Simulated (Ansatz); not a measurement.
Reaction (redistribution): `F[SiH2]C[SiH](F)F` + `[SiH3]OCI` → `F[SiH2]OCI` + `F[SiH](F)C[SiH3]`

Isolated molecules relaxed with PBE0-D4/def2-TZVP in Ansatz; ΔE leaves out vibrations. CCSD(T)/CBS adds triple-zeta CCSD(T) − MP2 to the extrapolated MP2 energy (def2 sets, frozen cores). Functionals use def2-TZVPP. B3LYP here is the variant with VWN-RPA as its local correlation; programs differ in this. def2 core potentials past Kr. For I outer-core shells are correlated without core-valence functions, which leaves a few kJ/mol of doubt a bond. Each species was taken in one conformer, which may not be the lowest.

Q: Is it downhill or uphill in electronic energy at CCSD(T)/CBS, and by how much? (An estimate is asked.)

A: Computed: Downhill: ΔE = -14.3 kJ/mol.

Q: What do these levels give: B3LYP-D4, ωB97M-V, B2PLYP, PBE, r2SCAN, B3LYP, SCS-MP2/def2-TZVPP, CCSD(T)/def2-TZVPP, HF/def2-QZVPP, SCS-MP2/def2-QZVPP, HF/CBS(def2), CCSD/CBS(def2)? (An estimate is asked.)

A: The calculation gave: B3LYP-D4 -14.2, ωB97M-V -14.4, B2PLYP -13.6, PBE -13.4, r2SCAN -13.9, B3LYP -13.2, SCS-MP2/def2-TZVPP -13.7, CCSD(T)/def2-TZVPP -14.9, HF/def2-QZVPP -13.8, SCS-MP2/def2-QZVPP -13.4, HF/CBS(def2) -13.8, CCSD/CBS(def2) -14.4 kJ/mol.

Largest T1 diagnostic among the species: 0.012.
